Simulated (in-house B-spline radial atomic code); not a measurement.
Settings and results of a run for Fe VII (Fe6+) (an excited or competing configuration). Method: Dirac-Hartree-Fock, average of configuration, Fermi nucleus of rms radius 3.7377 fm. Calculated with a B-spline radial code for spherical atoms.

Command:
```bash
python run_scf.py task.json out
```
Settings (nuclear radius in fm, mass in u):
```
Z                26
configuration    [Ne] 3s2 3p5 3d2 6g1
hamiltonian      dirac
method           hf
spin_polarised   False
nucleus          fermi
rms_radius       3.7377
atomic_mass      55.93494
speed_of_light   137.035999084
```

Output (hartree, bohr):
```
 radial grid: 70 intervals, B-splines of order 8, outer radius 28.6567 bohr

 iter        energy (Eh)    residual
    1      -1244.3641224    8.30e-01
    2      -1254.7319798    2.27e-01
    3      -1255.3343236    8.55e-02
    4      -1255.4262713    3.22e-02
    5      -1255.4413664    7.77e-03
    6      -1255.4423071    4.38e-04
    7      -1255.4423096    2.08e-05
    8      -1255.4423096    2.23e-06
    9      -1255.4423096    9.32e-08

 total energy                    -1255.442310
 kinetic                           1274.01621
 electron-nucleus                 -2907.11087
 electron-electron                  377.65235

 first-order corrections (not in the total)
   Gaunt                            0.51098
   retardation                     -0.04478
   frequency dependence            -0.00123
   self-energy                      0.34126
   Uehling                         -0.02885
   Wichmann-Kroll                   0.00018
   recoil                           0.00961

 orbital      occ     eigenvalue          <r>       <r^2>       <1/r>     <1/r^2>     <1/r^3>       r_max    small
 1s1/2      2.000     -269.19665    0.0584196  0.00459039     25.9828     1383.49           -     0.03828  8.75e-03
 2s1/2      2.000      -37.84636     0.264644   0.0826559     5.62346     133.707           -      0.2216  1.63e-03
 2p1/2      2.000      -33.21556     0.232657   0.0665151     5.53324     42.8937           -      0.1782  1.59e-03
 2p3/2      4.000      -32.74887     0.235595   0.0680736     5.43706      40.545     469.142      0.1807  1.57e-03
 3s1/2      2.000       -8.92613     0.760395     0.65976      1.8574     21.8181           -      0.6793  3.93e-04
 3p1/2      1.667       -7.46835     0.775292    0.695828     1.76362     6.93359           -      0.6802  3.64e-04
 3p3/2      3.333       -7.39743     0.781486    0.706721     1.74407     6.59239     68.9467       0.686  3.60e-04
 3d3/2      0.800       -5.32445     0.783238    0.729944     1.56339      3.1087     8.29587      0.6229  2.96e-04
 3d5/2      1.200       -5.31560     0.784944    0.732936     1.55923     3.08864     8.18247      0.6243  2.95e-04
 6g7/2      0.444       -0.68147      6.26906     44.2457    0.195354   0.0510823    0.018129       6.666  1.83e-05
 6g9/2      0.556       -0.68146      6.26921     44.2477    0.195347   0.0510779   0.0181259       6.666  1.83e-05
```

Cost of the run: 1.4 s on 1 thread of Arm Neoverse V1, on a shared host.

For the Dirac Hamiltonian the kinetic term is c α·p + (β - 1)c².
